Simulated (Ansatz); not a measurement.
`[F][Ge][F]` + `[SiH3]N[SiH3]` → `[F][Ge][N]([SiH3])[SiH3]` + H–F  (ligand exchange at a Ge–F bond)

Gas-phase electronic energies from Ansatz, PBE0-D4/def2-TZVP geometries. CCSD(T)/CBS is the MP2 limit (def2-TZVPP, def2-QZVPP) plus CCSD(T) − MP2 in def2-TZVPP, frozen cores. This one scheme is used for every species. DFT in def2-TZVPP. HSE06 is defined as in plane-wave codes. For Ge outer-core shells are correlated without core-valence functions, which leaves a few kJ/mol of doubt a bond. Scalar relativity is left out up to krypton. Each species was taken in one conformer, which may not be the lowest.

`[F][Ge][F]`:

Z-matrix (Å, degrees):
```
Ge
F 1 1.745
F 1 1.745 2 97.2
```

`[SiH3]N[SiH3]`:

Z-matrix (Å, degrees):
```
Si
N 1 1.726
H 1 1.490 2 112.6
H 1 1.484 2 107.4 3 119.9
H 1 1.489 2 110.9 3 -120.0
Si 2 1.726 1 128.9 3 -109.8
H 2 1.011 1 115.5 3 66.2
H 6 1.490 2 112.6 1 109.8
H 6 1.484 2 107.4 1 -10.1
H 6 1.488 2 110.9 1 -130.1
```

`[F][Ge][N]([SiH3])[SiH3]`:

Cartesian coordinates in Å:
```
F 0.617 -0.583 -2.781
Ge 1.053 -1.517 -1.339
N 0.233 -0.357 -0.166
Si 0.280 -0.692 1.541
Si -0.591 1.079 -0.747
H 1.041 -1.961 1.716
H 0.964 0.395 2.287
H -1.087 -0.862 2.097
H 0.341 2.001 -1.437
H -1.128 1.763 0.464
H -1.725 0.734 -1.637
```

H–F:

Z-matrix (Å, degrees):
```
F
H 1 0.920
```

Problem. Is it downhill or uphill in electronic energy at CCSD(T)/CBS, and by how much? (Best estimate.)

Solution. Ansatz gave: Uphill: ΔE = +7.3 kcal/mol.

Problem. What do these levels give: revPBE-D4, r2SCAN0-D4, HSE06-D4, BHLYP-D4, CAM-B3LYP-D4, revPBE, BLYP, HSE06, HF/def2-SVP, MP2/def2-SVP, CCSD/def2-SVP, HF/def2-QZVPP? (Estimate.)

Solution. Computed: revPBE-D4 8.8, r2SCAN0-D4 9.6, HSE06-D4 8.9, BHLYP-D4 9.9, CAM-B3LYP-D4 12.4, revPBE 13.6, BLYP 16.0, HSE06 11.0, HF/def2-SVP 13.1, MP2/def2-SVP 8.1, CCSD/def2-SVP 9.5, HF/def2-QZVPP 15.8 kcal/mol.

Problem. What do rigid-rotor, harmonic-oscillator terms from PBE0-D4/def2-TZVP frequencies (298.15 K, 1 bar) make of the CCSD(T)/CBS value? (Estimate.)

Solution. Computed: ΔZPE = -0.9 kcal/mol, ΔH = +7.1 kcal/mol, ΔS = -46 J/(mol·K), ΔG = +10.4 kcal/mol. Modes under 50 cm⁻¹ make the entropy rough.

Largest T1 diagnostic among the species: 0.015.

The D4 term adds −4.1 kcal/mol with B3LYP and −2.2 kcal/mol with PBE0; it sums over pairs of atoms, weighted by their polarisabilities, and B3LYP, whose exchange is more repulsive, gets the larger term. At CCSD(T), def2-SVP lies +1.3 kcal/mol from the extrapolated value and def2-TZVPP +0.1 kcal/mol.

B3LYP here is the variant with VWN-RPA as its local correlation; programs differ in this.
